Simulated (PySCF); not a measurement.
**Computed structure and properties of [HgCl3(H2O)]−**

System: [HgCl3(H2O)]− (singlet); start: template (Cs). Method: PySCF 2.14.0, RKS PBE0, Hg def2-SVP with ECP60, Cl def2-SVP, O def2-SVP, H def2-SVP; non-relativistic Hamiltonian with scalar-relativistic core potentials where named; density fitting; no spin-orbit coupling.

Input of the relaxation:

```python
mol = gto.M(atom='''
Hg    -0.07182     0.07182    -0.07182
Cl     1.22758     1.37122     1.22758
Cl    -1.37122    -1.22758     1.22758
Cl     1.22758    -1.22758    -1.37122
O     -1.26112     1.26112    -1.26112
H     -1.60182     2.14632    -1.05732
H     -1.60182     1.05732    -2.14632''',
    basis={'Hg': 'def2-SVP', 'Cl': 'def2-SVP', 'O': 'def2-SVP', 'H': 'def2-SVP'},
    ecp={'Hg': 'def2-SVP'},
    charge=-1, spin=0)
mf = dft.RKS(mol, xc='PBE0')
mf.grids.atom_grid = (50, 194)
mf = mf.density_fit()  # fitting sets: Hg def2-universal-JKFIT, Cl def2-universal-JKFIT, O def2-universal-JKFIT, H def2-universal-JKFIT
mf.conv_tol = 1e-08; mf.max_cycle = 55
mf.kernel(dm0)  # dm0: converged density of the start geometry
# quasi-Newton relaxation in Cartesian coordinates to a largest gradient under 0.00045 Eh/bohr, steps kept in the point group
```

Run from Python with OMP_NUM_THREADS=2; the lines above give its settings. Where DIIS fails, smearing, a level shift and second-order steps follow.
It took 2 min on 2 threads of Arm Neoverse V1, on a shared host, from the converged density of the start.

Course of the relaxation:

```
step  energy above end (eV)  largest force component within the symmetry (eV/Å)
   0                 2.9315                                               2.752
   1                 1.4199                                               1.129
   2                 0.9236                                               0.804
   3                 0.7153                                               0.601
   4                 0.6500                                               0.406
   5                 0.6146                                               0.628
   6                 0.5590                                               0.381
   7                 0.5373                                               0.379
  22                 0.0028                                               0.224
  23                 0.0009                                               0.076
  24                 0.0004                                               0.050
  25                 0.0002                                               0.016
  26                 0.0000                                               0.009
  27                 0.0000                                               0.016
```
(The steps between are left out.)

Relaxed geometry (Cs):

```xyz
7

Hg   -0.1444   -0.3309    0.3309
Cl    0.6042    1.9628    0.9329
Cl   -1.3785   -1.7965    1.7965
Cl    0.6042   -0.9329   -1.9628
O    -1.4476    1.5615   -1.5615
H    -0.8452    2.0294   -0.9593
H    -0.8452    0.9593   -2.0294
```

```csv
contact,Å
Hg1–Cl2 (Cl),2.487
Hg1–Cl3 (Cl),2.412
Hg1–Cl4 (Cl),2.487
Hg1–H6 (H2O),2.780
```

On the finer grid (75, 302):

```
HOMO                                                          : -3.61 eV
LUMO                                                          : 2.07 eV
Dipole about the centre of mass                               : 1.54 D
Set of Mulliken populations of Hg1 outside the core potential : s 2.89, p 6.66, d 10.01, f 0.01
D3(BJ) dispersion energy (not in the energies)                : -0.202 eV
```

| atom | Mulliken (e) | Löwdin (e) | spin (e) |
| --- | --- | --- | --- |
| Hg1 | 0.44 | -0.12 | 0.00 |
| Cl2 | -0.48 | -0.29 | 0.00 |
| Cl3 | -0.46 | -0.25 | 0.00 |
| Cl4 | -0.48 | -0.29 | 0.00 |
| O5 | -0.32 | -0.14 | 0.00 |
| H6 | 0.15 | 0.04 | 0.00 |
| H7 | 0.15 | 0.04 | 0.00 |

On the grid (50, 194), as all that follows. Harmonic modes: a minimum within the noise of the softest modes; lowest 50 cm⁻¹ (negative: unstable), highest 3783 cm⁻¹, zero-point energy 0.763 eV.

Taking off one Cl (charge -1, singlet; the rest: singlet) in vacuum, both parts rigid, costs 3.99 eV; the small basis without counterpoise inflates it.

Rigid scan of Cl along the line from its metal:

| distance to Cl2 (Å) | energy (eV) |
| --- | --- |
| 2.19 | 0.529 |
| 2.29 | 0.201 |
| 2.39 | 0.043 |
| 2.49 | 0.000 |
| 2.59 | 0.035 |
| 2.69 | 0.121 |
| 2.89 | 0.381 |
| 3.19 | 0.843 |
| 3.59 | 1.422 |
| 4.09 | 1.997 |

Taking off one H2O (charge 0, singlet; the rest: singlet) in vacuum, both parts rigid, costs 0.72 eV; the small basis without counterpoise inflates it.

Rigid scan of H2O along the line from its metal:

```csv
distance to O5 (Å),energy (eV)
2.68,0.103
2.78,0.040
2.88,0.009
2.98,0.000
3.08,0.007
3.18,0.026
3.38,0.084
3.68,0.188
4.08,0.322
4.58,0.457
```

One start shape was tried, so this needn't be the lowest isomer.
